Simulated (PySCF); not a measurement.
Unknowns

Calculated, not measured (PySCF 2.14.0 with density-fitted response routines): PBE0/pcSseg-1 with gauge-including orbitals, GFN2-xTB geometry. Fast rotation and ring inversion assumed for equivalent nuclei, single conformer, in vacuum, relativity neglected.

Scale: TMS for ¹H and ¹³C (reference shieldings calculated alike). Splittings of carbon signals by F and P are missing where no couplings were computed. Where no couplings were computed, multiplicities follow the n + 1 count of equivalent neighbours, and m marks all less simple cases (inequivalent or close neighbours, rings, F or P nearby). Shifts are as computed. Against solution values, carbons near 30 ppm lie about +3 ppm off and those near 130 ppm about +5 ppm. Of 1211 compounds with measured shifts, 218 miss one by over three times the rms of a fit or turn the order of signals round; such compounds aren't used in these exercises.

**Question.** C6H4NP. ¹H NMR (400 MHz, computed): δ 9.02 (d, 2H), 7.60 (m, 2H). ¹³C{¹H} NMR (computed): δ 174.2, 156.0, 139.2, 133.2. Identify the compound.

**Answer.** `P#Cc1ccncc1`. 4 carbon signals for 6 carbons: some carbons are equivalent by symmetry or fast rotation. Carbon types of the structure: 2 × C, 4 × CH, which accounts for all hydrogens. δC 156.0: aromatic CH next to a ring nitrogen; the adjacent pyridine-type nitrogen withdraws density from it. δC 139.2: substituted aromatic carbon. δC 133.2: aromatic CH; the aromatic region. δH 9.02: hydrogen on an aromatic CH next to a ring nitrogen; ring current plus the neighbouring ring nitrogen.

The data come from this structure; uniqueness wasn't tested.

**Question.** C5H9P. ¹H NMR (600 MHz, computed): δ 9.19 (m, 1H), 7.37 (m, 1H), 6.21 (m, 1H), 6.18 (m, 1H), 2.71 (m, 2H), 1.16 (t, 3H). ¹³C{¹H} NMR (computed): δ 210.6 (CH), 158.2 (CH), 136.5 (CH2), 35.2 (CH2), 19.3 (CH3). Give a structure.

**Answer.** `C=C/P=C/CC`. 5 carbon signals for 5 carbons: no two carbons are equivalent. Carbon types of the structure: 2 × CH, 2 × CH2, 1 × CH3, which accounts for all hydrogens. δC 210.6: carbon double-bonded to a heavier main-group atom. δC 158.2: alkene CH; the olefinic region. δC 136.5: terminal =CH2 carbon; the olefinic region. δH 9.19: hydrogen on a carbon double-bonded to a heavier main-group atom.

The shifts were computed for this structure.
